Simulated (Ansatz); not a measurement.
Geometry optimisation, RHF/def2-SVP in Ansatz.

The input (input.yaml):

```yaml
crystal:
  periodic: [false, false, false]
  atoms:
    - { symbol: Br, position_ang: [0.0911, 0.3356, -3.6712] }
    - { symbol: C, position_ang: [-0.6372, -0.0812, 0.0267] }
    - { symbol: C, position_ang: [0.6114, 0.0, 0.8925] }
    - { symbol: H, position_ang: [-1.3887, 0.6311, 0.3645] }
    - { symbol: H, position_ang: [-0.3974, 0.1349, -1.0121] }
    - { symbol: H, position_ang: [-1.0679, -1.0809, 0.0717] }
    - { symbol: H, position_ang: [1.3964, -0.6279, 0.4766] }
    - { symbol: H, position_ang: [0.4066, -0.3352, 1.9141] }
    - { symbol: H, position_ang: [0.9857, 1.0237, 0.9372] }
total_charge: -1
basis:
  gaussian: { orbitals: def2-SVP }
hamiltonian:
  xc: hf
relax:
  f_tol: 0.02
  max_steps: 40
scf:
  lower_state_search: "off"
output:
  orbitals: {}
```

Command:

```bash
$ ansatz run input.yaml --threads 1 --pin off --max-ram 2048MiB --backend cpu --events-out ev --progress --plain --runs-dir out
```

Problem. Where does it end, and by what steps?

Solution. The forces met the threshold. Limits of this set-up: an anion without diffuse functions, the dipole of an ion depends on the origin. After 12 steps the energy has fallen by 0.052 eV; Br1 moved furthest, 0.91 Å.

```json
{"step": "0", "energy less start (eV)": "0.0000", "largest force component (eV/Å)": "0.251", "accepted": "yes"}
{"step": "1", "energy less start (eV)": "-0.0193", "largest force component (eV/Å)": "0.107", "accepted": "yes"}
{"step": "2", "energy less start (eV)": "-0.0334", "largest force component (eV/Å)": "0.130", "accepted": "yes"}
{"step": "3", "energy less start (eV)": "-0.0290", "largest force component (eV/Å)": "0.579", "accepted": "no"}
{"step": "4", "energy less start (eV)": "-0.0351", "largest force component (eV/Å)": "0.025", "accepted": "yes"}
{"step": "5", "energy less start (eV)": "-0.0384", "largest force component (eV/Å)": "0.040", "accepted": "yes"}
{"step": "6", "energy less start (eV)": "-0.0400", "largest force component (eV/Å)": "0.056", "accepted": "yes"}
{"step": "7", "energy less start (eV)": "-0.0415", "largest force component (eV/Å)": "0.071", "accepted": "yes"}
{"step": "8", "energy less start (eV)": "-0.0447", "largest force component (eV/Å)": "0.122", "accepted": "yes"}
{"step": "9", "energy less start (eV)": "-0.0482", "largest force component (eV/Å)": "0.164", "accepted": "yes"}
{"step": "10", "energy less start (eV)": "-0.0502", "largest force component (eV/Å)": "0.168", "accepted": "yes"}
{"step": "11", "energy less start (eV)": "-0.0517", "largest force component (eV/Å)": "0.094", "accepted": "yes"}
{"step": "12", "energy less start (eV)": "-0.0523", "largest force component (eV/Å)": "0.011", "accepted": "yes"}
```

```xyz
9
Properties=species:S:1:pos:R:3
Br 0.885 0.636 -3.334
C -0.834 -0.183 0.196
C 0.605 0.021 0.649
H -1.502 0.561 0.644
H -0.887 -0.085 -0.888
H -1.208 -1.172 0.480
H 1.260 -0.720 0.188
H 0.708 -0.053 1.738
H 0.973 0.995 0.327
```

The run took 67 s on 1 thread of Intel(R) Xeon(R) Processor @ 2.50GHz (Skylake/Cascade Lake), with other jobs on the host, peak memory 0.18 GiB.
